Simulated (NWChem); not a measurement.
System meant: C$_{2}$H$_{5}$BF$_{2}$O; SMILES FC(B(C)O)F

Here is an NWChem input.

```
start job
memory heap 200 mb stack 900 mb global 1100 mb
geometry units angstroms noautoz
  C      1.046603    -1.844787    -0.130910
  B     -0.110038    -0.799217    -0.042412
  O     -1.358869    -1.149387     0.315984
  C      0.136152     0.758670    -0.375398
  F     -1.025295     1.459506    -0.159550
  F      1.085252     1.272014     0.452787
  H      0.732501    -2.852735     0.173457
  H      1.893891    -1.525725     0.499023
  H      1.442445    -1.896260    -1.160047
  H     -1.942680    -0.377148     0.336275
  H      0.449441     0.971267    -1.415379
end
basis spherical
  C library def2-svp
  B library def2-svp
  O library def2-svp
  F library def2-svp
  H library def2-svp
end
dft
  xc xpbe96 cpbe96
  iterations 4
  mulliken
end
task dft energy
```

End of the output:

```
    Atom       Charge   Shell Charges
 -----------   ------   -------------------------------------------------------
    1 C    6     6.14   1.96  0.57  0.31  1.91  1.33  0.05
    2 B    5     5.19   1.96  0.53  0.22  1.50  0.65  0.31
    3 O    8     7.92   1.97  0.85  0.55  2.70  1.83  0.02
    4 C    6     5.88   1.96  0.62  0.32  1.77  0.98  0.23
    5 F    9     9.09   1.98  1.02  0.74  3.21  2.13  0.01
    6 F    9     9.07   1.98  1.02  0.74  3.20  2.12  0.01
    7 H    1     0.95   0.62  0.26  0.07
    8 H    1     0.94   0.61  0.26  0.07
    9 H    1     0.94   0.61  0.26  0.07
   10 H    1     0.90   0.55  0.18  0.18
   11 H    1     0.99   0.65  0.26  0.07

 center of mass
 --------------
 x =  -0.04234054 y =   0.15445017 z =   0.03759432

 moments of inertia (a.u.)
 ------------------
         620.902691302001           0.000000000000          -0.000000000000
           0.000000000000         380.935272824691          -0.000000000001
          -0.000000000000          -0.000000000001         919.235727448994

     Multipole analysis of the density
     ---------------------------------

     L   x y z        total         alpha         beta         nuclear
     -   - - -        -----         -----         ----         -------
     0   0 0 0     -0.000000    -24.000000    -24.000000     48.000000

     1   1 0 0     -0.081931     -0.040966     -0.040966      0.000000
     1   0 1 0     -0.111615     -0.055808     -0.055808      0.000000
     1   0 0 1     -0.402790     -0.201395     -0.201395      0.000000

     2   2 0 0    -24.769125   -103.616127   -103.616127    182.463128
     2   1 1 0     -1.642352      5.042418      5.042418    -11.727189
     2   1 0 1     -0.770093      2.093313      2.093313     -4.956720
     2   0 2 0    -28.001775   -169.518935   -169.518935    311.036094
     2   0 1 1     -0.144555      0.324710      0.324710     -0.793974
     2   0 0 2    -24.310841    -25.733975    -25.733975     27.157108

 ------------------------------------------------------------------------
 dft energy failed                                                                                  0
 ------------------------------------------------------------------------
 ------------------------------------------------------------------------
  current input line :
    28: task dft energy
 ------------------------------------------------------------------------
 ------------------------------------------------------------------------
 This type of error is most commonly associated with calculations not reaching convergence criteria
 ------------------------------------------------------------------------
 For more information see the NWChem manual at https://nwchemgit.github.io

0:dft energy failed:Received an Error in Communication
```

**Question.** What is wrong, and how is it mended?

**Answer.** The run did not converge; its last values are not results. Cause: the SCF was allowed too few iterations. This input runs:
```
start job
memory heap 200 mb stack 900 mb global 1100 mb
geometry units angstroms noautoz
  C      1.046603    -1.844787    -0.130910
  B     -0.110038    -0.799217    -0.042412
  O     -1.358869    -1.149387     0.315984
  C      0.136152     0.758670    -0.375398
  F     -1.025295     1.459506    -0.159550
  F      1.085252     1.272014     0.452787
  H      0.732501    -2.852735     0.173457
  H      1.893891    -1.525725     0.499023
  H      1.442445    -1.896260    -1.160047
  H     -1.942680    -0.377148     0.336275
  H      0.449441     0.971267    -1.415379
end
basis spherical
  C library def2-svp
  B library def2-svp
  O library def2-svp
  F library def2-svp
  H library def2-svp
end
dft
  xc xpbe96 cpbe96
  iterations 150
  mulliken
end
task dft energy
```
It converges to -378.33679 Ha (PBE/def2-SVP).
